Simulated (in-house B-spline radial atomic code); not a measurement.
Radial electron density of the manganese ion Mn⁴⁺, [Ar] (3d3/2)2 (6g9/2)1. Level of theory: Dirac-Hartree-Fock, average of the jj configuration, Fermi nucleus of rms radius 3.7057 fm; calculated with an all-electron radial atomic-structure program (B-spline basis).

Columns: r (bohr), 4πr²n(r) (electrons per bohr), bar.

```
 0.00246   0.7877 #
 0.00308    1.188 ##
 0.00385    1.773 ##
 0.00483    2.637 ####
 0.00604    3.853 #####
 0.00756    5.554 #######
 0.00947    7.864 ###########
  0.0119    10.92 ###############
  0.0148    14.52 ###################
  0.0186    18.85 #########################
  0.0232     23.2 ###############################
  0.0291    27.15 ####################################
  0.0364    29.66 ########################################
  0.0456    30.05 ########################################
  0.0571    28.22 ######################################
  0.0715    25.25 ##################################
  0.0895    23.34 ###############################
   0.112     24.5 #################################
    0.14    28.67 ######################################
   0.176    32.85 ############################################
    0.22    32.36 ###########################################
   0.275    25.74 ##################################
   0.344    16.62 ######################
   0.431    11.19 ###############
    0.54    11.66 ################
   0.676    13.77 ##################
   0.846    12.59 #################
    1.06    8.059 ###########
    1.33    3.483 #####
    1.66    1.023 #
    2.08   0.1986 
     2.6   0.0591 
    3.26  0.07982 
    4.08  0.09222 
     5.1  0.03415 
    6.39 0.007399 
    7.99    0.122 
      10   0.1623 
    12.5  0.06171 
    15.7 0.006466 
    19.6 0.0001753 
    24.6 7.639e-07 
    30.8 4.201e-10
```

On this grid the curve has 5 maxima, near 0.0456, 0.176, 0.676, 4.08, 10 bohr.

The 6g9/2 radial function P(r) = rR(r), positive near the nucleus, with its small component Q(r) (sign convention: Q ≈ (P' + κP/r)/2c):

```json
{"r (bohr)": "0.431", "P": "0.0004102", "Q": "-3.342e-06"}
{"r (bohr)": "0.676", "P": "0.002399", "Q": "-1.532e-05"}
{"r (bohr)": "1.06", "P": "0.01278", "Q": "-6.116e-05"}
{"r (bohr)": "1.66", "P": "0.05911", "Q": "-0.0002413"}
{"r (bohr)": "2.6", "P": "0.1952", "Q": "-0.0008087"}
{"r (bohr)": "4.08", "P": "0.3036", "Q": "-0.001504"}
{"r (bohr)": "6.39", "P": "-0.08601", "Q": "-0.0005317"}
{"r (bohr)": "10", "P": "-0.4029", "Q": "0.0008587"}
{"r (bohr)": "15.7", "P": "-0.08041", "Q": "0.0002144"}
{"r (bohr)": "24.6", "P": "-0.000874", "Q": "2.482e-06"}
```
